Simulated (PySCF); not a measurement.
K(I) anion (IK), SMILES [K][I] (connectivity only; charge and spin as stated), charge -1, multiplicity 2.

Coordinates come from a B3LYP-D3(BJ)/def2-TZVPD optimisation. The multiplicity is an assumed one; other spin states were not compared. The def2 effective core potentials stand for the cores of I; spin–orbit coupling is left out.

Two levels are set side by side: PBE/def2-TZVPD (PySCF) and B3LYP/def2-TZVPD (PySCF). Same geometry, gas phase. Differences are taken from unrounded values.

| quantity | B3LYP |
|---|---|
| α-spin orbital gap (eV) | 1.61 |
| β-spin orbital gap (eV) | 3.86 |
| mean polarisability (bohr³) | 549.6 |

Task: What does PBE give, and how far is it from B3LYP? (The exact figures need the calculation; the answer reports its results.)

Result: 
```json
[
 {"quantity": "α-spin orbital gap (eV)", "PBE": "1.02", "PBE minus B3LYP": "-0.58"},
 {"quantity": "β-spin orbital gap (eV)", "PBE": "2.94", "PBE minus B3LYP": "-0.92"},
 {"quantity": "mean polarisability (bohr³)", "PBE": "599.6", "PBE minus B3LYP": "50.0"}
]
```

PBE's more diffuse valence density responds more strongly to a field. Differences between two approximate levels are no errors against the true value.

Rough cost on one machine, each run with all the roots and properties that it gave: B3LYP against PBE within a factor of 2.
